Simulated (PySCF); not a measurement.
# NMR parameters of VOF3

VOF3, F3OV, point group C3v.

Geometry:
```csv
atom,x (Å),y (Å),z (Å)
V1,0.000,0.000,0.015
O2,-0.002,-0.011,1.547
F3,1.612,0.010,-0.518
F4,-0.810,1.397,-0.513
F5,-0.800,-1.396,-0.531
```

GIAO calculations in PySCF on the PBE0-D3(BJ)/def2-SVP structure: isolated species, non-relativistic, equivalent atoms averaged; basis pcSseg-1 (pcSseg-2 on V).

(1) Give the isotropic shieldings (ppm) with B3LYP, PBE, PBE0.

(2) And the chemical shifts, against references computed in the same way?

(3) Which part of the shielding of V1 depends on the functional?

(4) What couplings does PBE/pcJ-1 (pcSseg-1 on V) give?

Results:

(1) 
| atoms | environment | B3LYP | PBE | PBE0 |
| --- | --- | --- | --- | --- |
| V1 | V bonded to 3 F, O | -1206 | -1090 | -1196 |
| F3/F4/F5 | fluorine bonded to V | -162.5 | -172.1 | -147.2 |
| O2 | oxygen bonded to V | -1031.3 | -810.1 | -1051.7 |
| HOMO–LUMO gap (eV) | – | 6.94 | 4.83 | 7.53 |

(2) 
```
   atoms  nucleus, reference   B3LYP     PBE    PBE0
      V1          ⁵¹V, VOCl3    -893    -726    -891
F3/F4/F5          ¹⁹F, CFCl3   334.5   316.8   324.4
      O2            ¹⁷O, H2O  1365.4  1144.7  1386.2
```

(3) Diamagnetic: B3LYP 1711, PBE 1713, PBE0 1711 ppm; paramagnetic: B3LYP -2917, PBE -2802, PBE0 -2907 ppm. The diamagnetic part, set mainly by inner electrons, hardly moves; the paramagnetic part goes with low-lying magnetically allowed excitations and carries the spread.

(4) ²J(F3,F4) = 201.7, ²J(O2,F3) = -10.9 Hz (averaged over equivalent pairs; isotopes ¹⁹F, ¹⁷O).

Unscaled 19F shifts against computed CFCl3 carry errors that often reach 10 to 50 ppm. Unscaled 17O shifts of doubly bonded oxygen tend to come out too high, by tens of ppm or more. Experimental scales use liquid or dissolved standards, which lie at an offset from isolated H2O (liquid H2O: subtract about 36 ppm).
